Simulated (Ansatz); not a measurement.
A nudged elastic band was laid between two geometries of BH2IS (5 atoms, charge 0, multiplicity 1).

Level of theory: RKS PBE0/def2-SVP (Ansatz).

| Property | Result |
| --- | --- |
| movable images | 9 |
| climbing image | yes |
| spring | 5.0 eV/Å² |
| optimiser | quadratic models (default) |
| start path | IDPP |
| force threshold | 0.03 eV/Å |
| iteration limit | 50 |
| end points | relaxed |

Image 0:

```xyz
5
Properties=species:S:1:pos:R:3
S -1.125 -0.717 -0.514
B 0.445 -0.295 0.187
I 1.125 1.688 0.537
H -1.621 0.529 -0.691
H 1.176 -1.203 0.481
```

Image 10:

```xyz
5
Properties=species:S:1:pos:R:3
S -1.163 0.536 -0.491
B 0.383 -0.038 0.165
I 1.816 1.389 0.816
H -1.691 -0.683 -0.746
H 0.655 -1.203 0.257
```

What changes between the two ends?

No bond is made or broken. The dihedral H4–S1–B2–I3 goes from 0 to -180°.

Give the energies along the band, and the barrier.

It converged. The highest image is number 5 of 0 to 10, 17.2 kcal/mol above the first end and 16.7 kcal/mol above the last; the last end lies 0.5 kcal/mol above the first. A vibrational analysis at the climbing image gives one clearly imaginary mode, 564i cm⁻¹: a first-order saddle point.

```json
{"image": "0", "path coordinate (Å)": "0.00", "energy (kcal/mol)": "0.0", "dihedral H4–S1–B2–I3 (°)": "0"}
{"image": "1", "path coordinate (Å)": "0.26", "energy (kcal/mol)": "1.6", "dihedral H4–S1–B2–I3 (°)": "-19"}
{"image": "2", "path coordinate (Å)": "0.51", "energy (kcal/mol)": "5.9", "dihedral H4–S1–B2–I3 (°)": "-38"}
{"image": "3", "path coordinate (Å)": "0.77", "energy (kcal/mol)": "11.3", "dihedral H4–S1–B2–I3 (°)": "-57"}
{"image": "4", "path coordinate (Å)": "1.03", "energy (kcal/mol)": "15.6", "dihedral H4–S1–B2–I3 (°)": "-74"}
{"image": "5", "path coordinate (Å)": "1.28", "energy (kcal/mol)": "17.2", "dihedral H4–S1–B2–I3 (°)": "-90"}
{"image": "6", "path coordinate (Å)": "1.57", "energy (kcal/mol)": "15.4", "dihedral H4–S1–B2–I3 (°)": "-108"}
{"image": "7", "path coordinate (Å)": "1.85", "energy (kcal/mol)": "11.0", "dihedral H4–S1–B2–I3 (°)": "-125"}
{"image": "8", "path coordinate (Å)": "2.14", "energy (kcal/mol)": "5.9", "dihedral H4–S1–B2–I3 (°)": "-143"}
{"image": "9", "path coordinate (Å)": "2.42", "energy (kcal/mol)": "2.0", "dihedral H4–S1–B2–I3 (°)": "-161"}
{"image": "10", "path coordinate (Å)": "2.71", "energy (kcal/mol)": "0.5", "dihedral H4–S1–B2–I3 (°)": "-180"}
```

What is the geometry of the highest image?


```xyz
5
Properties=species:S:1:pos:R:3
S -1.110 -0.519 -0.842
B 0.402 -0.229 0.165
I 1.844 1.238 -0.353
H -1.802 0.388 -0.115
H 0.665 -0.877 1.145
```

What are the harmonic wavenumbers there?

564i, 196, 544, 561, 777, 818, 1021, 2669, 2704 cm⁻¹.

Time of the run: 3.5 min on 1 thread of Intel(R) Xeon(R) Platinum 8259CL CPU @ 2.50GHz (Skylake/Cascade Lake) (shared host), peak memory 0.16 GiB.
